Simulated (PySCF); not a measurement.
**Interval between two levels of As⁺ by level of theory**

As⁺ [Ar] 3d10 4s2 4p2 [3P2, M_J = 2] → As⁺ [Ar] 3d10 4s1 4p3 [5S2, M_J = 2], as a difference of total energies. Calculation: PySCF 2.14, in x2c-TZVPall-2c (6s7p4d1f, 54 functions); the two-component X2C-1e Hamiltonian. Correlated levels: [Ne] frozen. "Screened" scales the spin-orbit matrix elements by Boettger's factors to mimic the two-electron term; Breit and QED terms are absent.

Order these methods by the interval between two levels they give, lowest first.
A. GHF (screened spin-orbit)
B. GHF (spin-free)
C. GMP2 (spin-free)
D. GMP2 (screened spin-orbit)

A (38289 cm⁻¹), B (39049 cm⁻¹), D (47930 cm⁻¹), C (48731 cm⁻¹).

The spin-free rows relax to the high-spin LS determinant and lack the spin-orbit shift.

Errors of the correlated levels include the incompleteness of this basis and the frozen core.

The labels give the starting determinants; with spin-orbit coupling the two ends relaxed to ⟨J²⟩ = 6.01, ⟨L²⟩ = 2.10, ⟨S²⟩ = 1.96 and ⟨J²⟩ = 6.00, ⟨L²⟩ = 0.01, ⟨S²⟩ = 6.00.

For comparison: 52276 cm⁻¹ (measured; NIST Handbook of Basic Atomic Spectroscopic Data (Sansonetti and Martin, J. Phys. Chem. Ref. Data 34, 1559 (2005))).
